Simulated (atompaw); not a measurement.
**What one change does to a pseudopotential (Ce, PAW (atompaw))**

Ce (Z = 58), PAW, made with atompaw 4.2.0.5 (LDA (PW92), scalar-relativistic). Core [Kr] 4d10 5s2, reference 4f0 5p6 5d2 6s2 6p0. Waves: 6s (bound): rc 3.00 bohr; 6s channel at 0.2 Ry: rc 3.00 bohr; 5p (bound): rc 3.00 bohr; 6p (bound, empty): rc 3.00 bohr; 5d (bound): rc 3.00 bohr; 5d channel at 0.7 Ry: rc 3.00 bohr; 4f (bound, empty): rc 1.55 bohr; 4f channel at 0.2 Ry: rc 1.55 bohr. Local part: ultrasoft scheme with l = 4 at 0.5 Ry, radius 2.25 bohr. Core correction: smooth core density matched at 2.90 bohr. Augmentation charge: sinc compensation charge, radius 2.25 bohr; PAW radius 3.00 bohr; waves and projectors: custom polynom vanderbiltortho.

All-electron outer shells of the reference configuration (LDA (PW92), scalar-relativistic, ld1.x):

```
shell  level (eV)  outermost node (bohr)  outermost maximum (bohr)
   4d     -118.12                   0.31                      0.65
   5s      -44.06                   0.75                      1.35
   5p      -25.88                   0.80                      1.51
   4f      -11.71                      –                      0.69
   5d       -4.19                   0.91                      2.04
   6s       -4.14                   1.77                      3.54
   6p       -1.47                   2.08                      4.66
```

Change: all radii scaled by about 0.72 (s 2.16, p 2.16, d 2.16, f 1.12 bohr); local potential ultrasoft scheme with l = 4 at 0.5 Ry, radius 1.62 bohr; augmentation sinc compensation charge, radius 1.62 bohr; PAW radius 2.16 bohr; waves and projectors: custom polynom vanderbiltortho; core correction smooth core density matched at 2.10 bohr.

Cutoffs: the cutoffs (Ry, on a coarse ladder) from which the occupation-weighted sum of valence levels, in a spherical-Bessel basis at the reference potential, stays within 10 and 1 mRy of its value at 400 Ry; they do not see the model core or the augmentation charge, which bear on the density cutoff.

**Question.** What does the change do?

**Answer.** The potential gets harder (10 Ry and 18 Ry → 15 Ry and 25 Ry); both files keep a bound ghost (s). A smaller radius makes the pseudo-wave follow the all-electron one further in, where it bends more sharply, so more plane waves are needed.

| quantity | base | changed |
| --- | --- | --- |
| cutoff, loose | 10 Ry | 15 Ry |
| cutoff, tight | 18 Ry | 25 Ry |
| loose cutoff by channel (10 mRy a level) | s 6 Ry, p 8 Ry, d 8 Ry | s 6 Ry, p 12 Ry, d 12 Ry |
| bound ghosts | s | s |
| lowest overlap eigenvalue by channel | s 0.47, p 0.85, d 0.92, f 0.99 | s 0.06, p 0.50, d 0.94, f 1.00 |

Base: The cutoffs count occupied waves only; the empty 4f level needs 45 Ry at the loose tolerance. Changed file: The cutoffs count occupied waves only; the empty 4f level needs 90 Ry at the loose tolerance. A true bound ghost makes a file unfit for plane-wave use even where its test errors are small: the radial tests pick states by their node count and pass the ghost by. The cutoffs see the waves, projectors and local potential, not the compensation charge or the core.
